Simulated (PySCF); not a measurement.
**C$_{3}$H$_{8}$BN: full NMR table**

| Quantity | Value |
| --- | --- |
| Formula | C3H8BN |
| SMILES | BNC1CC1 |
| Point group of the computed structure | Cs |
| Carbon signals | 2 |
| Proton signals | 5 |

Structure with atom numbers: `[BH2:1][NH:2][CH:3]1[CH2:4][CH2:5]1`; H(Xn) means a hydrogen on atom n. Ha(C4), Ha(C5) are cis to N2 on the ring; Hb(C4), Hb(C5) are trans to N2 on the ring.

Method: B3LYP/pcJ-1 coupling constants (spin–dipole term only in couplings to heteroatoms), geometry from PBE0-D3(BJ)/def2-SVP, PBE0/pcSseg-1 with gauge-including orbitals, in PySCF (no solvent model, no relativistic terms, one conformer, rapidly exchanging positions averaged).

Chemical shifts δ = σref − σ; TMS for 1H, 13C; 11B vs BF3·OEt2; NH3 for 15N, all at this level.

```tsv
carbon	δC, type	δH (multiplicity, J in Hz)	HMBC from (abs. J ≥ 3 Hz)	span of the C tensor (ppm)
C3	34.8, CH	2.66 (tt, 8.8, 4.7)	H(B1), Ha(C4)/Ha(C5)	96
C4/C5	9.3, CH2	Hb(C4) 0.75 (m); Ha(C4) 0.28 (m)	–	66
```

Other nuclei:
| atoms | nucleus | environment | δ (ppm) | σ (ppm) |
| --- | --- | --- | --- | --- |
| H(B1) | 1H | hydrogen on a boron bonded to N | 4.78 | 26.49 |
| H(N2) | 1H | hydrogen on a nitrogen bonded to C, B | 3.75 | 27.52 |
| B1 | 11B | boron bonded to N, 2 H | 36.4 | 64.3 |
| N2 | 15N | nitrogen bonded to C, B, H | 160.7 | 105.0 |

Selected couplings (Hz, signed; the shortest-range and largest first, 30 at most; isotopes 13C, 1H, 11B, 15N): 1J(C3,H(C3)) 179.4, 1J(C4,Hb(C4)) 170.2, 1J(C4,Ha(C4)) 165.8, 1J(B1,H(B1)) 141.9, 1J(B1,N2) -29.7, 1J(C3,C4) 17.2, 1J(N2,C3) -14.1, 2J(Hb(C4),Ha(C4)) -6.7, 2J(N2,H(C3)) -3.8, 2J(B1,C3) 2.8, 2J(N2,H(B1)) -2.7, 3J(H(C3),Hb(C4)) 8.8, 3J(Hb(C4),Ha(C5)) 7.5, 3J(H(C3),Ha(C4)) 4.7, 3J(B1,H(C3)) 3.7, 3J(N2,Ha(C4)) -3.1, 3J(N2,Hb(C4)) -1.5, 3J(B1,C4) 1.3.

δC 34.8, 9.3: three-membered-ring carbon. δH 4.78: hydrogen on a boron bonded to N. δH 3.75: hydrogen on a nitrogen bonded to C, B; exchangeable; this is the value without hydrogen bonding to other molecules. δH 2.66, 0.75, 0.28: hydrogen on a three-membered-ring carbon.

The OH or NH signal is concentration- and solvent-dependent in practice; the value given is the gas-phase one. Hydrogens on boron are broadened and split by 11B (spin 3/2, 80 %) and 10B (spin 3). Multiplet labels drop couplings under 1 Hz and merge nearly equal ones. Couplings among chemically equivalent protons are left out too, so labels in AA′BB′ or AA′XX′ sets are apparent multiplicities. Unscaled 3J(H,H) at this level run about 10 % above measured values. Shifts are as computed. Against solution values, carbons near 30 ppm lie about +2 ppm off and those near 130 ppm about +5 ppm. Of 1313 compounds with measured shifts, 239 miss one by over three times the rms of a fit or turn the order of signals round; such compounds aren't used in these exercises. Couplings to exchangeable protons are dropped. Experimental scales use liquid or dissolved standards, which lie at an offset from isolated NH3 (liquid NH3: subtract about 20 ppm). Unscaled 15N shifts of sp2 nitrogen come out 20 to 40 ppm too high even then.
